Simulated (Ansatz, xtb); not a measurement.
# C5H5FN2: 4 structures ranked

4 gas-phase structures of C5H5FN2, from a drawn sample of its isomers (lower ones may exist). Each was relaxed with GFN2-xTB; where two conformers were screened, the lower at r2SCAN-D4/def2-SVP//GFN2-xTB is listed:

A. `C=Cc1nc[nH]c1F`, a singlet
B. `C/C=C1\N=CN=C1F`, a singlet
C. `C=Cc1[nH]cnc1F`, a singlet
D. `C/C=C1/N=CN=C1F`, a singlet

**Question.** Make a reasoned guess at their ranking by r2SCAN-D4/def2-SVP//GFN2-xTB single-point energy.

**Answer.** Calculated order at r2SCAN-D4/def2-SVP//GFN2-xTB: C (0.0), A (5.8), B (9.6), D (11.2) kcal/mol.

Energies above the lowest of each column, in kcal/mol; the last columns are at r2SCAN-D4/def2-SVP geometries:

```csv
structure,GFN2-xTB,HF/STO-3G,r2SCAN-D4/def2-SVP//GFN2-xTB,r2SCAN-D4/def2-SVP,CCSD(T)/def2-SVP + ΔMP2/def2-TZVPP
C,0.0,0.0,0.0,0.0,0.0
A,3.0,1.3,5.8,5.8,4.8
B,12.5,1.7,9.6,9.6,6.3
D,13.2,2.4,11.2,11.2,7.8
```

Every level run on C puts it lowest or level with the lowest. Flexible structures stand in one conformer each, not always the lowest. ΔMP2 is the change of the MP2 energy from the smaller to the larger basis.

Over these structures GFN2-xTB departs from r2SCAN-D4/def2-SVP//GFN2-xTB by 1.9 kcal/mol on average once a common shift is removed. A GFN2-xTB relaxation took about 0.073 s and the r2SCAN-D4/def2-SVP//GFN2-xTB energy about 3.9 s on a shared host (Ansatz 0.2.0, xtb 6.7.1).
